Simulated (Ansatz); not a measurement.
Consider the formal exchange of groups at the Si–C bond: `O=C[SiH2][SiH3]` + `[SiH3][SiH2][GeH3]` → `[SiH3][SiH2][SiH2][SiH2][GeH3]` + `C=O`.

Isolated molecules relaxed with PBE0-D4/def2-TZVP in Ansatz; ΔE leaves out vibrations. CCSD(T)/CBS adds triple-zeta CCSD(T) − MP2 to the extrapolated MP2 energy (def2 sets, frozen cores). This one scheme is used for every species. Functionals use def2-TZVPP. For Ge outer-core shells are correlated without core-valence functions, which leaves a few kJ/mol of doubt a bond. Scalar relativity is left out up to krypton. One conformer a species, not always the lowest.

```csv
level,ΔE (eV)
r2SCAN-D4,-0.36
B97M-V,-0.41
PBE0-D4,-0.46
ωB97M-V,-0.33
PBE-QIDH,-0.41
r2SCAN0,-0.36
MP2/def2-TZVPP,-0.40
MP2/CBS(def2),-0.40
```

Task: What does CCSD(T)/CBS give? (Estimate.)

Result: Ansatz gave: -0.39 eV. The listed levels differ from it by 0.03, -0.02, -0.07, 0.06, -0.02, 0.03, -0.01, -0.01 eV.

Largest T1 diagnostic among the species: 0.016.

In def2-TZVPP, CCSD(T) changes the Hartree–Fock value by −0.19 eV (the triples alone add −0.02 eV) and MP2 by −0.20 eV. The D4 term adds −0.16 eV with B3LYP and −0.10 eV with PBE0; it sums over pairs of atoms, weighted by their polarisabilities, and B3LYP, whose exchange is more repulsive, gets the larger term.

B3LYP here is the variant with VWN-RPA as its local correlation; programs differ in this.
